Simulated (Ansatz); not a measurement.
Stepwise reaction of `N[SiH](N)F` with hydrogen sulfide, as a gas-phase model of exchange steps in deposition or etching. ΔE in kJ/mol; ΔG adds harmonic PBE0-D4 terms to CCSD(T)/CBS, at 1 bar.

Isolated molecules relaxed with PBE0-D4/def2-TZVP in Ansatz; ΔE leaves out vibrations. CCSD(T)/CBS adds triple-zeta CCSD(T) − MP2 to the extrapolated MP2 energy (def2 sets, frozen cores). This one scheme is used for every species. DFT in def2-TZVPP. B3LYP here is the variant with VWN-RPA as its local correlation; programs differ in this. Each species was taken in one conformer, which may not be the lowest.

```
step                                 reaction  PBE-D4  B3LYP-D4  ωB97M-V  CCSD(T)/CBS  ΔG(600 K)
   1  `N[SiH](N)F` + H₂S → `N[SiH](F)S` + NH₃    -4.1       6.2      6.3          5.8       14.5
   2  `N[SiH](F)S` + H₂S → `F[SiH](S)S` + NH₃     1.5      12.1     12.9         10.6       18.6
```

Q: By hand: ΔE of the 2 steps together at CCSD(T)/CBS.

A: (5.8) + (10.6) = 16.4 kJ/mol, or 8.2 kJ/mol a step.

In ΔE the steps differ by no more than 4.8 kJ/mol. All are uphill at CCSD(T)/CBS. ΔG lies between 14.5 and 18.6 kJ/mol a step. PBE-D4 differs from CCSD(T)/CBS by -9.9 to -9.1 kJ/mol a step. Isolated molecules leave out the surface, adducts and barriers. Largest T1 diagnostic: 0.012.
